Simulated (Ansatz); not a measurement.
H2BNO, SMILES `N=BO` (charge 0, multiplicity 1).

Calculation: Ansatz (a first-principles code) with frozen-core CCSD(T)/cc-pV5Z // B3LYP-D3(BJ)/def2-TZVP.

Ansatz 0.2 input:
```yaml
crystal:
  periodic: [false, false, false]
  atoms:
    - { symbol: N, position_ang: [-1.181833, 0.007922, 0.006752] }
    - { symbol: B, position_ang: [0.048388, 0.098269, -0.116293] }
    - { symbol: O, position_ang: [1.366592, 0.229432, -0.294117] }
    - { symbol: H, position_ang: [-2.163803, -0.052635, 0.111597] }
    - { symbol: H, position_ang: [1.930654, -0.282987, 0.292061] }
basis:
  gaussian: { orbitals: cc-pV5Z }
correlation:
  method: ccsd_t
```

Output:

```
Functional definition: HF
2415 factors; integrals over basis functions are off by at most 1.0e-3 eV
mean field evaluation 1: about -4221.3361 eV, gradient 4.7e1 eV
mean field evaluation 2: about -4221.3363 eV, gradient 4.7e1 eV
mean field evaluation 4: about -4225.4883 eV, gradient 3.1e0 eV
mean field evaluation 8: about -4225.5262 eV, gradient 3.5e-1 eV
mean field evaluation 16: about -4225.4880 eV, gradient 3.1e0 eV
mean field -4225.52663409 eV, -155.2852396378 hartree, gradient 2.0e-6 eV, S^2 0.000000; 0 other end points of the search recorded, 0 dependent functions left out
3 core orbitals not correlated
reference -4225.52663409 eV, -155.2852396378 hartree; 8, 8 occupied and 372, 372 virtual orbitals, 2415 factors
second order -16.05537274 eV of doubles, -0.00000000 eV of singles
cycle   1  -15.57455354 eV  change    4.8e-1 eV  update   8.1e-2
cycle   2  -15.92142716 eV  change   -3.5e-1 eV  update   2.4e-2
cycle   3  -16.00325077 eV  change   -8.2e-2 eV  update   1.2e-2
cycle   4  -15.98956259 eV  change    1.4e-2 eV  update   2.5e-3
cycle   5  -15.98976336 eV  change   -2.0e-4 eV  update   1.1e-3
cycle   6  -15.99008216 eV  change   -3.2e-4 eV  update   2.1e-4
cycle   7  -15.98995426 eV  change    1.3e-4 eV  update   8.5e-5
cycle   8  -15.98993229 eV  change    2.2e-5 eV  update   3.2e-5
cycle   9  -15.98994270 eV  change   -1.0e-5 eV  update   1.4e-5
perturbative correction -0.69970864 eV, -0.0257138182 hartree
Total energy: -4242.21628543 eV, -155.8985730120 hartree
```
